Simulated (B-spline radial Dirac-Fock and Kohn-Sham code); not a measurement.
# Photoelectron lines of Ag⁺ at 5100 eV

System: silver as Ag⁺ in the configuration [Kr] 4d10.

The run's input, task.json:

```json
{"items": [{
  "Z": 47,
  "q": 1,
  "cfg": [[1, 0, 2], [2, 0, 2], [2, 1, 6], [3, 0, 2], [3, 1, 6], [3, 2, 10], [4, 0, 2], [4, 1, 6], [4, 2, 10]],
  "A": 107,
  "rrms": 4.5454,
  "do": ["binding", "quiet", "photo", "scan"],
  "hv": [21.22, 55.0, 80, 169.0, 200, 975.0, 5100.0, 5420.0, 8047.8, 9251.7, 11200.0, 17200.0, 17479.3, 21400.0, 22162.9, 30000]
}]}
```

Command: `python xray_run.py task.json out`

These are calculated numbers from a radial finite-basis atomic code; the model is independent-particle photoionisation in a Dirac-Hartree-Slater potential with a Latter tail, all multipoles, thresholds from Dirac-Fock ΔSCF. The asymmetry parameter β is from the dipole term alone. Kinetic energies are from the vacuum level.

The last column is dσ/dΩ = σ/(4π) · [1 − (β/2) P₂(cos θ)] at θ = 0° from the beam of unpolarised light.

| subshell | electrons | binding (eV) | kinetic (eV) | σ (kb) | β | dσ/dΩ (kb/sr) |
| --- | --- | --- | --- | --- | --- | --- |
| 2s | 2 | 3829.4 | 1270.6 | 21.3 | 1.99 | ≈ 0 |
| 2p1/2 | 2 | 3541.7 | 1558.3 | 29.1 | 1.43 | 0.659 |
| 2p3/2 | 4 | 3368.8 | 1731.2 | ? | ? | ? |
| 3s | 2 | 737.1 | 4362.9 | 4.48 | 1.99 | ≈ 0 |
| 3p1/2 | 2 | 622.4 | 4477.6 | 4.01 | 1.47 | 0.0852 |
| 3p3/2 | 4 | 591.1 | 4508.9 | 7.27 | 1.52 | 0.140 |
| 3d3/2 | 4 | 389.6 | 4710.4 | 1.79 | 0.95 | 0.0751 |
| 3d5/2 | 6 | 383.6 | 4716.4 | 2.52 | 0.91 | 0.110 |
| 4s | 2 | 119.8 | 4980.2 | 0.868 | 1.99 | ≈ 0 |
| 4p1/2 | 2 | 82.47 | 5017.5 | 0.652 | 1.46 | 0.0141 |
| 4p3/2 | 4 | 77.44 | 5022.6 | 1.17 | 1.51 | 0.0229 |
| 4d3/2 | 4 | 20.22 | 5079.8 | 0.188 | 0.93 | 0.00802 |
| 4d5/2 | 6 | 19.67 | 5080.3 | 0.261 | 0.88 | 0.0116 |

**Question.** What are σ and β for 2p3/2?

**Answer.** σ = 52.4 kb, the largest of all subshells and 42 % of the total, and β = 1.48, which gives dσ/dΩ = 1.08 kb/sr.
